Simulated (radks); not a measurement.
The numbers below are computed, except where a source is named.
Question: Nd+, 59 electrons, occupied as [Xe] 4f4 6s1. Level of theory: Dirac Kohn-Sham, LDA (Slater exchange, Perdew-Wang correlation), spin-unpolarised, spherical densities, point nucleus; open shells fill j = l - 1/2 first (a radial shooting solver on a logarithmic mesh with Libxc functionals). Some entries of the table are withheld. Estimate them.

orbital,occ.,eigenvalue (eV),<1/r> (bohr^-1),r(max) (bohr)
1s1/2,2,(1),66.01,0.01511
2s1/2,2,-7010.357,15.62,0.08572
2p1/2,2,-6635.153,15.61,0.06509
2p3/2,4,-6115.713,14.03,0.07054
3s1/2,2,(2),5.657,0.2442
3p1/2,2,-1364.245,5.574,0.2310
3p3/2,4,-1260.605,5.177,0.2427
3d3/2,4,-980.0861,5.050,0.1940
3d5/2,6,-957.6584,4.950,0.1973
4s1/2,2,-307.3795,2.355,0.5656
4p1/2,2,-246.8232,2.250,0.5728
4p3/2,4,-224.2115,2.116,0.5982
4d3/2,4,-124.5475,1.895,0.6141
4d5/2,6,-120.5564,1.862,0.6224
5s1/2,2,-46.5017,0.9047,1.319
5p1/2,2,-30.2868,0.7925,1.446
5p3/2,4,-27.2109,0.7444,1.521
6s1/2,1,-8.4396,0.3176,3.515
4f5/2,4,-8.0073,1.255,0.6608
4f7/2,0,-7.6022,1.238,0.6662

Answer: 
(1) 1s1/2 eigenvalue (eV): -43325.77
(2) 3s1/2 eigenvalue (eV): -1524.774
